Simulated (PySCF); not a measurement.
C₃H₂F₃, SMILES F/C=C/[C](F)F, multiplicity 2. Atoms are numbered in the order given.

```xyz
8

F     -0.1964     2.6393     0.0000
C      0.3387     1.4236     0.0000
C     -0.4931     0.3153     0.0000
C     -0.0590    -0.9819     0.0000
F     -0.8529    -2.0236     0.0000
F      1.2077    -1.3291     0.0000
H      1.4297     1.4071     0.0000
H     -1.5740     0.4714     0.0000
```
Charge 0, spin multiplicity 2.

Geometry optimised at PBE0-D3(BJ)/def2-SVP. The isomer is the one that the SMILES or the coordinates give; other isomers of the formula were not compared. The values are those of a single conformer.

All values below come from TDA-M06-2X/def2-SVPD (PySCF).

Vertical excitations. The molecule is in vacuum.

| state | energy (eV) | λ (nm) | f | main pairs |
|---|---|---|---|---|
| root 1 | 3.94 | 315 | 0.001 | α HOMO→LUMO+2 53 %, β HOMO→LUMO 45 % |
| root 2 | 4.76 | 260 | 0.000 | α HOMO→LUMO 95 % |
| root 3 | 5.32 | 233 | 0.006 | α HOMO→LUMO+1 76 %, α HOMO→LUMO+4 13 % |
| root 4 | 5.88 | 211 | 0.002 | α HOMO→LUMO+3 50 %, α HOMO→LUMO+4 27 %, α HOMO→LUMO+1 13 % |
| root 5 | 5.93 | 209 | 0.000 | α HOMO→LUMO+3 44 %, α HOMO→LUMO+4 39 % |
| root 6 | 6.18 | 201 | 0.461 | α HOMO→LUMO+2 42 %, β HOMO→LUMO 49 % |
| root 7 | 7.11 | 174 | 0.001 | α HOMO→LUMO+5 7 %, β HOMO−1→LUMO 85 % |
| root 8 | 7.23 | 171 | 0.000 | α HOMO→LUMO+5 76 %, β HOMO−1→LUMO 9 % |
| root 9 | 7.26 | 171 | 0.014 | α HOMO→LUMO+6 94 % |
| root 10 | 7.47 | 166 | 0.005 | α HOMO−1→LUMO+2 48 %, β HOMO→LUMO+4 44 % |
Unrestricted roots are not spin-pure.
